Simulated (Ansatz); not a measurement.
V₃. Charge 0, multiplicity 2. Geometry PBE0-D4/def2-TZVP, that of the charge +1 singlet.

Cartesian coordinates in Å:
```
V -1.257 -0.393 -0.346
V 0.816 -0.612 0.428
V 0.441 1.005 -0.082
```

At PBE-D4/def2-TZVP, r2SCAN-D4/def2-TZVP, PBE0-D4/def2-TZVP the charge 0 doublet is spin-contaminated (final ⟨S²⟩ up to 2.59, 0.75 for a pure state). The structure comes from a short search, and lower isomers may exist.

(1) Estimate the α-spin orbital energies around the gap (eV) in Ansatz with PBE-D4/def2-TZVP, r2SCAN-D4/def2-TZVP, PBE0-D4/def2-TZVP.

Results:

(1) 
```
orbital  PBE-D4/def2-TZVP  r2SCAN-D4/def2-TZVP  PBE0-D4/def2-TZVP
 HOMO−5             -4.89                -5.09              -5.72
 HOMO−4             -3.78                -4.43              -5.50
 HOMO−3             -3.76                -4.01              -4.99
 HOMO−2             -3.61                -3.94              -4.69
 HOMO−1             -3.55                -3.80              -4.60
   HOMO             -3.49                -3.50              -4.05
   LUMO             -2.70                -2.57              -1.90
 LUMO+1             -2.24                -2.09              -1.54
 LUMO+2             -2.08                -2.03              -0.88
 LUMO+3             -1.87                -1.79              -0.68
 LUMO+4             -1.74                -1.68              -0.41
 LUMO+5             -0.71                -0.58               0.21
 β HOMO             -3.13                -3.28              -3.91
 β LUMO             -2.49                -2.21              -1.76
```
